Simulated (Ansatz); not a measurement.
Ideal-gas functions of `[In][I]` at 800 K and 1 bar, from an Ansatz frequency run at PBE0-D4/def2-TZVP.

Molar mass 241.72 g/mol, point group C∞v (symmetry number 1), electronic degeneracy 1, moments of inertia 462.936 u Å². Harmonic wavenumbers (cm⁻¹, unscaled): 174.

Use S(trans) = R[1.5 ln M + 2.5 ln T − 1.1517]; rotational temperatures θ = 24.2544 K / I; S(rot) = R[ln(T/σθ) + 1]; for each mode x = 1.438777 ν̃/T, S = R[x/(eˣ − 1) − ln(1 − e⁻ˣ)] and H = RT x/(eˣ − 1); 1 cm⁻¹ = 0.0119627 kJ/mol; R = 8.31446 J/(mol·K).

**Question.** By hand: the entropy, in J/(mol·K).

**Answer.** Translation 197.8. Rotation: θ = 0.0524 K, giving 88.4. Vibration, mode by mode: 18.01, in all 18.0. Electronic 0.0. Sum 304.2 J/(mol·K).

**Question.** By hand: H − E and G − E in kJ/mol, counted from the electronic energy.

**Answer.** Zero-point energy ½ × 174 × 0.0119627 = 1.0; thermal vibration 5.7; translation, rotation and pV give 3.5 RT = 23.3. H − E = 30.0 kJ/mol, and G − E = 30.0 − 800 × 304.2/1000 = -213.4 kJ/mol.

Vibration gives 6 % of the entropy.
